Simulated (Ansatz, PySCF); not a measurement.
Molecule: TeF3, charge 0, multiplicity 2. It need not be the lowest isomer of its formula. SMILES: F[Te](F)F
Geometry: optimised at B3LYP-D3(BJ)/def2-TZVP (Ansatz, a first-principles code).

Quantity: atomisation energy (electronic, to ground-state atoms), in eV. Valence correlation only, unless marked. UHF or UKS for open shells. Spin-orbit coupling is left out. Frozen are the shells of the preceding noble gas and the d and f shells that filled before the atom's block. In def2 rows, elements after Kr have scalar-relativistic effective core potentials. STO-3G rows are all-electron and non-relativistic. The coupled-cluster limit lacks core correlation, which all-electron functionals hold. CBS marks a two-point X^-3 extrapolation of the correlation energy; Hartree-Fock from the larger set. The bracket is a focal-point correction in the basis named.

```tsv
level	program	atomisation energy (eV)
PBE-D4/def2-TZVPD	Ansatz + dftd4	12.13
revPBE/def2-TZVPD	Ansatz	11.24
r2SCAN-D3(BJ)/def2-TZVPD	Ansatz + dftd3	11.26
B3LYP/def2-TZVPD	Ansatz	10.89
r2SCANh/def2-TZVPD	Ansatz	10.79
M06-2X/def2-TZVPD	PySCF	10.51
HSE06-D3(BJ)/def2-TZVPD	Ansatz + dftd3	10.80
```

Predict the RI-MP2/CBS(def2-TZVPP,def2-QZVPP)+[CCSD(T)-MP2]/def2-TZVPP result (Ansatz).

11.04 eV, so HSE06-D3(BJ)/def2-TZVPD differs from it by -0.24 eV.
